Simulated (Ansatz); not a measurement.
Relaxation of the cluster Be₂S₂⁻ with UKS PBE0-D4/def2-TZVPD.

```sh
$ ansatz run in.yaml --threads 4 --pin off --events-out ev --progress --plain --max-ram 3916MiB
```

```yaml
crystal:
  periodic: [false, false, false]
  atoms:
    - {symbol: Be, position_ang: [1.087590, 0.155760, 0.052160]}
    - {symbol: Be, position_ang: [-1.087770, -0.154610, -0.059520]}
    - {symbol: S, position_ang: [-0.245850, 1.638310, 0.246340]}
    - {symbol: S, position_ang: [0.246030, -1.639460, -0.238980]}
basis:
  gaussian: {orbitals: def2-TZVPD}
total_charge: -1
magnetization: {spin_polarized: true, initial_magnetization: 1}
hamiltonian: {xc: pbe0, dispersion: d4}
scf: {lower_state_search: "off"}
output: {orbitals: {seedname: orbitals}}
relax: {f_tol: 0.02, max_steps: 100}
```

Hardware: 4 threads of Arm Neoverse V2 on a shared host. Wall time 5.5 s.

Positions (Å) and forces (eV/Å) at steps 1, 2, 3, 4, 5 of 5:

```xyz
4
step=1 energy=-22469.8884 eV
Be    1.088    0.156    0.052   -1.183   -0.175   -0.043
Be   -1.088   -0.155   -0.060    1.183    0.167    0.079
S    -0.246    1.638    0.246    0.115   -0.771   -0.133
S     0.246   -1.639   -0.239   -0.115    0.778    0.097
4
step=2 energy=-22469.9740 eV
Be    1.028    0.147    0.052   -0.359   -0.053   -0.016
Be   -1.029   -0.147   -0.053    0.360    0.052    0.021
S    -0.247    1.646    0.244    0.097   -0.651   -0.099
S     0.247   -1.646   -0.243   -0.098    0.653    0.094
4
step=3 energy=-22469.9823 eV
Be    1.018    0.145    0.052    0.111    0.017    0.005
Be   -1.018   -0.145   -0.052   -0.110   -0.016   -0.006
S    -0.239    1.594    0.236   -0.089    0.593    0.088
S     0.239   -1.594   -0.236    0.088   -0.593   -0.087
4
step=4 energy=-22469.9974 eV
Be    1.014    0.144    0.052    0.029    0.004    0.001
Be   -1.014   -0.145   -0.052   -0.028   -0.004   -0.002
S    -0.243    1.619    0.240   -0.003    0.017    0.003
S     0.243   -1.619   -0.240    0.002   -0.017   -0.002
4
step=5 energy=-22469.9975 eV
Be    1.015    0.145    0.052   -0.002    0.000    0.000
Be   -1.015   -0.145   -0.052    0.002    0.000    0.000
S    -0.243    1.619    0.240    0.001   -0.009   -0.002
S     0.243   -1.619   -0.240   -0.002    0.009    0.001
```

The structure comes from a short search, and lower isomers may exist.
